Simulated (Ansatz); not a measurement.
Geometry optimisation, RKS B3LYP-D4/def2-SVP (Ansatz).

Input:

```yaml
crystal:
  periodic: [false, false, false]
  atoms:
    - { symbol: In, position_ang: [0.004666, -0.377724, 0.179961] }
    - { symbol: O, position_ang: [-0.166584, -0.127416, 2.154588] }
    - { symbol: H, position_ang: [-1.040425, -0.364773, 2.494079] }
    - { symbol: O, position_ang: [1.835338, -0.362362, -0.607539] }
    - { symbol: H, position_ang: [1.792206, -0.491243, -1.566521] }
    - { symbol: O, position_ang: [-1.517435, -0.651276, -1.107631] }
    - { symbol: H, position_ang: [-2.379651, -0.675455, -0.668924] }
    - { symbol: H, position_ang: [0.33669, 2.455745, 1.008517] }
    - { symbol: H, position_ang: [0.178996, 1.964204, 1.510869] }
basis:
  gaussian: { orbitals: def2-SVP }
hamiltonian:
  xc: b3lyp
  dispersion: d4
relax:
  f_tol: 0.03
  max_steps: 50
output:
  orbitals: {}
```

Launched with:

```bash
$ ansatz run input.yaml --threads 2 --pin off --max-ram 3072MiB --backend cpu --events-out ev --progress --plain --runs-dir out
```

Where does it end, and by what steps?

It converged. The force dipped under the threshold on the way, but the program's further checks kept it going. After 10 steps the energy has fallen by 0.065 eV; H8 moved furthest, 0.29 Å.

```csv
step,energy less start (eV),largest force component (eV/Å),accepted
0,0.0000,1.263,yes
1,-0.0569,0.199,yes
2,-0.0596,0.184,yes
3,-0.0612,0.247,yes
4,-0.0297,1.417,no
5,-0.0633,0.031,yes
6,-0.0633,0.193,yes
7,-0.0648,0.010,yes
8,-0.0650,0.033,yes
9,-0.0652,0.037,yes
10,-0.0653,0.029,yes
```

```xyz
9
Properties=species:S:1:pos:R:3
In 0.061 -0.464 0.171
O -0.066 -0.347 2.171
H -0.984 -0.281 2.471
O 1.885 -0.544 -0.631
H 1.829 -0.595 -1.596
O -1.499 -0.517 -1.096
H -2.352 -0.559 -0.640
H 0.095 2.616 1.012
H 0.075 2.060 1.536
```

Whether the end is a true minimum wasn't checked by a vibrational analysis.

Run time: 30 s on 2 threads of Arm Neoverse V1, with other jobs on the host, peak memory 0.2 GiB.
